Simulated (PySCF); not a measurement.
## Which element holds Cl most strongly?

CCSD(T) in PySCF with def2-TZVPP on every atom (core potentials on Zr, Sn), for the lowest determinant that a PBE0 search found; no spin–orbit coupling. D0 is De less the harmonic zero-point energy.

```
 M  state (unpaired electrons)  Re (Å)  ωe (cm⁻¹)  D0(MCl) (eV)
Ga      singlet (closed shell)   2.211        377          4.72
 B      singlet (closed shell)   1.724        842          5.11
Ge               doublet (π ↑)   2.175        414          3.89
Sn               doublet (π ↑)   2.366        355          3.72
Al      singlet (closed shell)   2.146        484          5.06
Cu      singlet (closed shell)   2.094        392          3.59
Zr         quartet (σ ↑, δ ↑↑)   2.345        390          4.38
```

Problem. Order the elements by D0 and give the energy of SnCl + Ge → GeCl + Sn.

Solution. B > Al > Ga > Zr > Ge > Sn > Cu; ΔE = 3.72 − 3.89 = -0.17 eV at CCSD(T)/def2-TZVPP. Close neighbours can swap at other levels.

Correlated steps freeze the inner cores (5 to 14 orbitals); shallow outer-core shells are correlated. These are scalar-relativistic numbers at best; spin–orbit coupling would shift them, the dissociation energy most. Where the molecule has an RHF reference, its open-shell atoms are computed with UHF. The CCSD T1 diagnostic is raised in CuCl, a sign that a single reference may not be enough there. States were picked by a PBE0 search and need not be the measured ground states.
